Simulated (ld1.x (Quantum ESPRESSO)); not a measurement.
## What the settings do to the TM potential of P

Base potential:

```json
{"Element": "P", "Generator": "ld1.x (Quantum ESPRESSO) 7.5", "Type": "norm-conserving Troullier–Martins (Kleinman–Bylander form)", "Functional": "PBE", "Relativity": "fully relativistic", "Frozen core": "[Ne]", "Valence charge": "5", "Reference configuration": "3s1 3p4", "Partial waves": "3s (bound): rc 1.35 bohr; 3d channel at 0.4 Ry: rc 1.30 bohr; 3p (bound): rc 1.50 bohr", "Local potential": "the p channel", "Core correction": "Bessel-smoothed model core inside 1.30 bohr"}
```

Open shells are filled in proportion to 2j + 1 (rel_dist='average').

Cutoffs, loose and tight: the cutoffs (Ry, on a coarse ladder) from which the occupation-weighted sum of valence levels, in a spherical-Bessel basis at the reference potential, stays within 10 and 1 mRy of its value at 400 Ry. They do not see the model core or the augmentation charge, which bear on the density cutoff. Test errors are all-electron minus pseudo excitation energies from the reference, over the configurations 3s2 3p3; 3s2 3p2; 3s2 3p1; 3s2 3p0; 3s2 3p3.3; 3s2 3p2.5; 3s1 3p3. A dash means not determined; rows that change the core or the reference have their own tests.

| change | outcome | cutoff, loose | cutoff, tight | bound ghosts | largest test error (meV) |
| --- | --- | --- | --- | --- | --- |
| base | generated | 18 Ry | 50 Ry | none | +64 |
| core correction none | generated | 18 Ry | 50 Ry | none | +43 |
| core correction Bessel-smoothed model core inside 0.60 bohr | generated | 18 Ry | 50 Ry | none | +55 |
| core correction Bessel-smoothed model core inside 0.70 bohr | generated | 18 Ry | 50 Ry | none | +55 |
| core correction Bessel-smoothed model core inside 0.92 bohr | generated | 18 Ry | 50 Ry | none | +55 |
| core correction Bessel-smoothed model core inside 1.10 bohr | generated | 18 Ry | 50 Ry | none | +58 |
| core correction Bessel-smoothed model core inside 1.24 bohr | generated | 18 Ry | 50 Ry | none | +63 |
| core correction Bessel-smoothed model core inside 1.38 bohr | generated | 18 Ry | 50 Ry | none | +63 |
| core correction Bessel-smoothed model core inside 1.54 bohr | generated | 18 Ry | 50 Ry | none | +49 |
